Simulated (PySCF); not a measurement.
Delta-SCF ions had no search for a lower state. Excitations are Tamm–Dancoff values on a coarser integration grid. The basis has no diffuse functions, so Rydberg states are missing or too high.

H$_{4}$S$_{4}$Sn, SMILES `[SH][Sn]([SH])([SH])[SH]` (charge 0, multiplicity 1)

Level of theory: PBE0-D3(BJ)/def2-TZVP // PBE0-D3(BJ)/def2-SVP (PySCF 2.14.0).

```json
{
 "HOMO": "-7.71 eV",
 "dipole_moment": "0.00 D",
 "HOMO–LUMO gap": "5.51 eV",
 "LUMO": "-2.19 eV",
 "S1 excitation (TDA)": "4.30 eV",
 "S1 oscillator strength": "0.017",
 "brightest of the four lowest singlets (TDA)": "4.56 eV",
 "T1 excitation (TDA)": "3.88 eV",
 "S1–T1 gap (TDA)": "0.42 eV",
 "vertical ionisation energy (Delta-SCF)": "9.35 eV",
 "total_energy": "-1809.1104 Ha",
 "cost": "very roughly 3 core-minutes"
}
```

```xyz
9

S     -1.2943    -0.4051    -1.9935
Sn    -0.0002     0.0001     0.0000
S      2.2277    -0.7842    -0.4839
S     -0.2406     2.3504     0.4811
S     -0.6935    -1.1610     1.9962
H     -0.6557    -1.5709    -2.2438
H      2.5554    -0.8468     0.8268
H     -0.2236     2.6828    -0.8299
H     -1.6753    -0.2653     2.2470
```
Charge 0, spin multiplicity 1.
